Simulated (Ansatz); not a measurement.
`N[SiH](Cl)BF` + H₂ → `FB[SiH2]Cl` + NH₃ at 700 K and 1 bar (hydrogenolysis of the Si–N bond).

Calculated with Ansatz (gas phase, PBE0-D4/def2-TZVP geometries, no zero-point term in ΔE). CCSD(T)/CBS is the MP2 limit (def2-TZVPP, def2-QZVPP) plus CCSD(T) − MP2 in def2-TZVPP, frozen cores. This one scheme is used for every species. One conformer a species, not always the lowest.

| species | CCSD(T)/CBS energy (Eh) | H − E (kJ/mol) | S (J/(mol·K)) |
| --- | --- | --- | --- |
| `N[SiH](Cl)BF` | -930.67315 | 214.1 | 473.0 |
| H₂ | -1.17544 | 46.8 | 155.3 |
| `FB[SiH2]Cl` | -875.32301 | 148.5 | 414.6 |
| NH₃ | -56.50880 | 116.9 | 226.5 |

H − E and S are ideal-gas, rigid-rotor, harmonic terms from PBE0-D4/def2-TZVP, for one conformer and one mirror image of each species. The MP2-based limit puts H₂ 0.8 mEh under its directly extrapolated value; such offsets cancel only in part. 1 Eh = 2625.50 kJ/mol, R = 8.31446 J/(mol·K).

Problem. By hand: ΔE, ΔH, ΔS and ΔG.

Solution. ΔE = (-875.32301) + (-56.50880) − (-930.67315) − (-1.17544) = 0.01678 Eh = 44.1 kJ/mol. Δ(H − E) = 148.5 + 116.9 − 214.1 − 46.8 = 4.5, so ΔH = 48.6 kJ/mol. ΔS = 414.6 + 226.5 − 473.0 − 155.3 = 12.8 J/(mol·K). ΔG = 48.6 − 700 × (12.8)/1000 = 39.6 kJ/mol.

Problem. By hand: the equilibrium constant, and the temperature at which ΔG would vanish if ΔH and ΔS stayed fixed.

Solution. log₁₀ K = −ΔG/(RT ln 10) = -3.0. ΔG = 0 at ΔH/ΔS = 3797 K, far beyond where these terms or the molecules hold.

The number of gas molecules stays the same, so ΔS is small and ΔH decides. A doubt of 5 kJ/mol in ΔE shifts log₁₀ K by 0.4 here. Other conformers and mirror images would add mixing entropy, several J/(mol·K) or more a flexible species. Modes under 60 cm⁻¹, often nearly free rotors, make the harmonic entropy too high. These are equilibria of isolated gas molecules and say nothing of rates. Largest T1 diagnostic: 0.012 (customary marks: 0.02 for closed shells, 0.045 for open ones).
